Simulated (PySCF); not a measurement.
Molecule: SMILES [SiH2](SC)NC=O, C2H7NOSSi.

Geometry:
| atom | x (Å) | y (Å) | z (Å) |
| --- | --- | --- | --- |
| C1 | -2.347 | -0.197 | 0.571 |
| S2 | -0.748 | 0.225 | 1.336 |
| Si3 | 0.555 | -0.467 | -0.215 |
| N4 | 2.156 | -0.089 | 0.443 |
| C5 | 3.237 | -0.417 | -0.314 |
| O6 | 3.132 | -0.949 | -1.396 |
| H7 | -2.434 | -1.278 | 0.392 |
| H8 | -2.499 | 0.352 | -0.369 |
| H9 | -3.126 | 0.104 | 1.284 |
| H10 | 0.392 | -1.931 | -0.434 |
| H11 | 0.307 | 0.266 | -1.487 |
| H12 | 2.311 | 0.354 | 1.343 |
| H13 | 4.223 | -0.160 | 0.141 |

Geometry PBE0-D3(BJ)/def2-SVP throughout; GIAO in PySCF, gas phase, one conformer, non-relativistic; equivalent atoms averaged; basis pcSseg-1.

For orientation, B97-2 gives these absolute shieldings σ: C5 19.8, C1 170.8, S2 714.7, Si3 378.6, N4 141.9, H13 23.23, H10/H11 26.09, H12 27.30, H7/H8/H9 29.41 ppm.

A run gave: C5 10.7, C1 171.6, S2 709.5, Si3 365.1, N4 139.8, H13 23.19, H10/H11 26.09, H12 27.29, H7/H8/H9 29.42 ppm (absolute shieldings σ).

Which functional was used in that run?
A. LC-wPBE
B. PBE0
C. mPW1PW91
D. CAM-B3LYP
E. BHandHLYP

## Answers

D. S2 tells them apart best: CAM-B3LYP gives 709.5, BHandHLYP gives 723.8, mPW1PW91 gives 716.5, PBE0 gives 720.1, LC-wPBE gives 741.1 ppm.
